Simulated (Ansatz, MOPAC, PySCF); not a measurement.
Pair of molecules: AlH3O2 (SMILES [OH][AlH][OH]) (first 6 atoms) with H2O (SMILES O); geometry from B3LYP-D3(BJ)/def2-TZVP, rigid monomers moved along the line of their centres of mass till H4···O7 is 2.17 Å.
(charge 0, multiplicity 1):
```xyz
9

O     -0.051     0.603     1.522
Al    -0.035    -0.513     0.254
O     -0.063     0.065    -1.343
H     -0.038     0.384     2.465
H      0.005    -2.068     0.445
H     -0.088     1.000    -1.553
O     -0.017     0.124     4.624
H      0.752     0.529     5.039
H     -0.784     0.520     5.051
```

Interaction energies are E(AB) − E(A) − E(B) at the monomers' geometry in the complex; basis-set methods are counterpoise corrected. Rows marked so take none.

Rows in STO-3G carry no dispersion term and start afresh at each structure. The state that PM3 reach isn't checked.

The values were computed with Ansatz (a quantum-chemistry and plane-wave program) with Gaussian orbitals; MOPAC for PM3 (differences of heats of formation); PySCF for STO-3G rows. 

Problem. One of these levels gives 1.1 kJ/mol for the interaction energy. Name it.
A. PM3
B. HF/aug-cc-pV(D+d)Z
C. HF/STO-3G (no counterpoise)
D. B3LYP/def2-TZVPPD

Solution. A, PM3. The others give -13.6 (HF/STO-3G (no counterpoise)), -15.6 (HF/aug-cc-pV(D+d)Z), -17.4 (B3LYP/def2-TZVPPD)
